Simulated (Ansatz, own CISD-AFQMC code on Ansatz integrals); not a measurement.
C2H4S, SMILES `[CH2]S[CH2]` (excited triplet) (charge 0, multiplicity 3). This triplet is an excited state, 1.11 eV above the relaxed singlet at the level frozen-core CCSD(T)/cc-pVTZ // B3LYP-D3(BJ)/def2-TZVP (Ansatz, a program for electronic structure).

Cartesian coordinates (Å):
```xyz
7

C      1.3060     0.1120    -0.2429
S      0.1206    -1.0814     0.1777
C     -1.3073    -0.1005     0.2512
H      1.1806     1.1304     0.0981
H      2.2866    -0.2555    -0.5076
H     -2.1947    -0.5707     0.6488
H     -1.3917     0.7658    -0.3903
```
Charge 0, spin multiplicity 3.

Frozen-core energies in cc-pVDZ from Ansatz at a geometry from B3LYP-D3(BJ)/def2-TZVP; the HF reference has <S^2> = 2.03 and the T1 diagnostic is 0.019.

```json
[
 {"level": "HF", "energy (Ha)": "-475.50316", "difference from CCSDT(Q) (mHa)": "427.15"},
 {"level": "MP2", "energy (Ha)": "-475.86947", "difference from CCSDT(Q) (mHa)": "60.85"},
 {"level": "CCSD", "energy (Ha)": "-475.91608", "difference from CCSDT(Q) (mHa)": "14.24"},
 {"level": "CCSD(T)", "energy (Ha)": "-475.92826", "difference from CCSDT(Q) (mHa)": "2.05"},
 {"level": "CCSDT", "energy (Ha)": "-475.92948", "difference from CCSDT(Q) (mHa)": "0.83"},
 {"level": "phaseless AFQMC, CISD trial (own CISD-AFQMC code on Ansatz integrals; ±0.40 mHa)", "energy (Ha)": "-475.93010", "difference from CCSDT(Q) (mHa)": "0.21"},
 {"level": "CCSDT(Q)", "energy (Ha)": "-475.93031", "difference from CCSDT(Q) (mHa)": "0.00"}
]
```
